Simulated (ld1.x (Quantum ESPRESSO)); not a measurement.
**An odd input for ld1.x (Quantum ESPRESSO) 7.5 (Pr (Z = 59))**

Command:

```bash
ld1.x < Pr.in > Pr.out
```

Input:

```
&input
   title='Pr', zed=59., rel=2, dft='PBESOL', iswitch=3,
   config='[Xe] 4f2.5 5d0.5 6s2 6p0', rel_dist='average',
   nld=7, rlderiv=3.25, eminld=-5.0, emaxld=5.0, deld=0.02
 /
 &inputp
   pseudotype=3, tm=.true., lloc=-2, rcloc=2.90,
   nlcc=.true., new_core_ps=.true., rcore=0.90,
   which_augfun='PSQ', rmatch_augfun_nc=.true.,
   file_pseudopw='Pr.UPF', file_wfcaegen='ae.wfc', file_wfcncgen='nc.wfc', file_beta='beta', file_chi='chi', file_wfcusgen='us.wfc'
 /
8
5S  1  0   2.00   0.00  1.95  2.60  0.0
6S  2  0   2.00   0.00  1.95  2.60  0.0
5P  2  1   6.00   0.00  2.35  2.70  0.0
6P  3  1   0.00   0.00  2.35  2.70  0.0
5D  3  2   0.50   0.00  2.30  3.00  0.0
5D  3  2   0.00   1.65  2.30  3.00  0.0
4F  4  3   2.50   0.00  1.15  1.25  0.0
4F  4  3   0.00   0.25  15.0  15.0  0.0
 &test
   configts(1)='4f2.5 5s2 5p6 5d0.5 6s2 6p0'
 /
```

This is an input that runs to its end, with one change: radius of 4F set to 15.0 bohr. The unchanged file is no sound one. A Bessel basis up to 400 Ry misses an occupied level by 0.03 Ry, so cutoffs and ghosts were not judged.

Problem. How does the run end?

Solution. The program stops during the generation: "compute_chi: phi_in too large before r_c".

```

     Fully relativistic calculation: |psi|^2

     Wfc 5S LC norm =  0.99978414 SC norm =  0.00021586 missing -0.00000000

     Wfc 6S LC norm =  0.99997512 SC norm =  0.00002488 missing  0.00000000

     Wfc 5P LC norm =  0.99982962 SC norm =  0.00017038 missing -0.00000000

     Wfc 5P LC norm =  0.99984519 SC norm =  0.00015481 missing  0.00000000

     Wfc 6P LC norm =  0.99998617 SC norm =  0.00001383 missing  0.00000000

     Wfc 6P LC norm =  0.99998741 SC norm =  0.00001259 missing  0.00000000

     Wfc 5D LC norm =  0.99994415 SC norm =  0.00005585 missing  0.00000000

     Wfc 5D LC norm =  0.99994710 SC norm =  0.00005290 missing  0.00000000

     Wfc 4F LC norm =  0.99964392 SC norm =  0.00035608 missing  0.00000000

     Wfc 4F LC norm =  0.99965036 SC norm =  0.00034964 missing  0.00000000
      Wfc-us  5S rcutus= 2.579  Estimated cut-off energy=     8.47 Ry
      Wfc-us  6S rcutus= 2.579  Estimated cut-off energy=    17.19 Ry
      Wfc-us  5P rcutus= 2.711  Estimated cut-off energy=    11.69 Ry
      Wfc-us  5P rcutus= 2.711  Estimated cut-off energy=    11.57 Ry
      Wfc-us  6P rcutus= 2.711  Estimated cut-off energy=    21.65 Ry
      Wfc-us  6P rcutus= 2.711  Estimated cut-off energy=    21.17 Ry
      Wfc-us  5D rcutus= 2.997  Estimated cut-off energy=    12.70 Ry
      Wfc-us  5D rcutus= 2.997  Estimated cut-off energy=    12.67 Ry
      Wfc-us  5D rcutus= 2.997  Estimated cut-off energy=    23.56 Ry
      Wfc-us  5D rcutus= 2.997  Estimated cut-off energy=    23.42 Ry
      Wfc-us  4F rcutus= 1.249  Estimated cut-off energy=   100.41 Ry

 %%%%%%%%%%%%%%%%%%%%%%%%%%%%%%%%%%%%%%%%%%%%%%%%%%%%%%%%%%%%%%%%%%%%%%%%%%%%%%
     Error in routine compute_chi (1):
     phi_in too large before r_c
 %%%%%%%%%%%%%%%%%%%%%%%%%%%%%%%%%%%%%%%%%%%%%%%%%%%%%%%%%%%%%%%%%%%%%%%%%%%%%%

     stopping ...
```
